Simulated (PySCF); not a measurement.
I4Ti, SMILES [I][Ti-]([I])([I])[I] (connectivity only; charge and spin as stated), charge -1, multiplicity 2.

The structure is a stationary point at B3LYP-D3(BJ)/def2-SVPD. The multiplicity is an assumed one; other spin states were not compared. The def2 effective core potentials stand for the cores of I; spin–orbit coupling is left out.

Two levels are set side by side: PBE/def2-SVPD (PySCF) and r2SCAN/def2-SVPD (PySCF). Same geometry, gas phase. Differences are taken from unrounded values.

```json
[
 {"quantity": "α-spin orbital gap (eV)", "PBE": "0.13"},
 {"quantity": "β-spin orbital gap (eV)", "PBE": "2.72"},
 {"quantity": "mean polarisability (bohr³)", "PBE": "228.3"}
]
```

These are the PBE values. What does r2SCAN give? (Estimate from the structure and the level; the computed values follow.)


```tsv
quantity	r2SCAN	PBE minus r2SCAN
α-spin orbital gap (eV)	0.48	-0.34
β-spin orbital gap (eV)	3.11	-0.39
mean polarisability (bohr³)	222.5	5.8
```

Rough cost on one machine, each run with all the roots and properties that it gave: r2SCAN against PBE about 3 times.
